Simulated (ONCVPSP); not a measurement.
## Building the ONCV potential for bromine (LDA (Perdew-Zunger), scalar-relativistic).

- Element: bromine (Br)
- Generator: ONCVPSP 4.0.1
- Type: optimised norm-conserving Vanderbilt (ONCV)
- Functional: LDA (Perdew-Zunger)
- Relativity: scalar-relativistic
- Frozen core: [Ar] 3d10
- Valence charge: 7
- Reference configuration: 4s1.75 4p5.25
- Partial waves: 4s: rc 1.35 bohr, ncon 4, nbas 8, qcut 5 1/bohr, 2 projectors, debl 2.5 Ha; 4p: rc 1.30 bohr, ncon 4, nbas 8, qcut 6 1/bohr, 1 projector
- Local potential: polynomial inside 1.05 bohr (lpopt 5, dvloc0 2 Ha)
- Core correction: Teter function fitted to the true core (icmod 2), fcfact 0.25

Poles of the logarithmic derivatives, all-electron (AE) and pseudo (PS). s: poles at 3.9 (AE) and 2.9, 4.0 (PS) Ha. p: poles at no energy (AE) and 2.8 (PS) Ha. Test radii: s 1.37, p 1.32 bohr.

* Cutoffs needed: 14 Ha and 111 Ha (the cutoffs (Ha) at which the residual kinetic energy of the hardest occupied pseudo-wave falls to 1 and 0.1 mHa per electron)
* Ghost test: no bound ghost flagged; GHOST(+) flagged for s at 80.4 eV
* Largest excitation error: +18 meV (all-electron minus pseudo) for 4s2 4p2, out of 4 test configurations
* rms error of d²Exc/dni dnj: 6.15 mHa without and 1.18 mHa with the model core
